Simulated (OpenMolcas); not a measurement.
An OpenMolcas run meant for Ar6+ (ANO-R3, X2C; inactive shells 1s 2s 2p; intended active space 2 electrons in 8 orbitals (3s 3p 4s 4p)). One step of its input:

```
&CASPT2
Multistate=3 1 2 3
Frozen=1 0
IPEA=0.25
Shift=3.0
MaxIter=60
WThr=0.0 0.3 0.05
PrWF=0.5
NoMix
```

The run finished. Its levels beside those of a sound run (SS-CASPT2, IPEA 0.25 Eh, imaginary shift 0.1 Eh (closed shells correlated: 2s 2p)), in cm-1 above each run's lowest level:

```csv
Level,This run,Usual run
3s2 1S0,0.0,0.0
3s 3p 3P* 0,113431,113012
3s 3p 3P* 1,114175,113756
3s 3p 3P* 2,115719,115301
3s 3p 1P* 1,175979,172088
```

Problem. Which setting is unsound, and how much does it matter here?

Solution. The level shift is far above the usual 0.1 to 0.3 hartree and damps the second-order energy. Against the sound run the excited levels shown move by 1300 cm-1 on average and by 3900 cm-1 at most.

Over all roots computed the reference weight is 0.91 to 0.99 in the sound run; the roots of lowest weight are the least certain, and an intruder state may touch them. Active for correlation alone: 4p 4s; no level in the range computed is led by a configuration that fills them, so any true level of that kind is missing. Only configurations of the active space appear.

* marks odd parity.
